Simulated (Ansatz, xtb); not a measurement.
C3H3FO3S: 3 structures ranked

3 gas-phase structures of C3H3FO3S, from a drawn sample of its isomers (lower ones may exist). Each was relaxed with GFN2-xTB; where two conformers were screened, the lower at r2SCAN-D4/def2-SVP is listed:

A. `O=C1OC[C@@](F)(S)O1`, a singlet
B. `O=C1O[C@@H](F)[C@@H](S)O1`, a singlet
C. `O=C1O[C@@H](F)[C@H](S)O1`, a singlet

Which do you expect lowest at r2SCAN-D4/def2-SVP, and how would the others follow?

Calculated order at r2SCAN-D4/def2-SVP: C (0.0), B (0.3), A (0.3) kcal/mol. Less than 1 kcal/mol parts C and B; B and A, so the order within those pairs means little.

Energies above the lowest of each column, in kcal/mol; the last columns are at PBE-D3(BJ)/def2-SVP geometries:

```tsv
structure	GFN2-xTB	HF/STO-3G	r2SCAN-D4/def2-SVP	PBE-D3(BJ)/def2-SVP	CCSD(T)/def2-SVP + ΔMP2/def2-TZVPP
C	0.6	3.4	0.0	0.4	0.0
B	3.0	2.7	0.3	0.0	0.5
A	0.0	0.0	0.3	0.8	1.5
```

CCSD(T)/def2-SVP + ΔMP2/def2-TZVPP puts C lowest, with B within 1 kcal/mol; GFN2-xTB picks A, HF/STO-3G picks A. Flexible structures stand in one conformer each, not always the lowest. ΔMP2 is the change of the MP2 energy from the smaller to the larger basis.

Programs: Ansatz 0.2.0, xtb 6.7.1.
